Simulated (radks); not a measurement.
Question: These are the eigenvalues of the occupied orbitals of an atom or ion with whole-number occupations (hartree). Calculated with a radial shooting solver on a logarithmic mesh with Libxc functionals: Dirac Kohn-Sham, PBE, spin-unpolarised, spherical densities, finite nucleus; Fermi nuclear charge, rms radius of each element as measured or else 0.836 A^(1/3) + 0.57 fm.

orbital  eigenvalue
1s1/2     -216.7444
2s1/2     -25.22538
2p1/2     -21.52151
2p3/2     -21.20403
3s1/2      -3.37775
3p1/2      -2.34154
3p3/2      -2.30246
3d3/2      -0.69412
4s1/2      -0.47934

Which element is it, and in what charge state? The configuration may be excited. Open shells, if any, fill j = l - 1/2 first.

Answer: Z = 24, chromium, charge +1: Cr+ in [Ar] 3d3 4s2. The list shows which subshells hold electrons but not how many an open one holds; the 1s level, -216.74 hartree, gives Z - s = 20.8 by -(Z - s)^2/2, which with screening and relativity narrows Z to a few neighbours, and the depths of the outer levels then fix element, charge and occupations together.
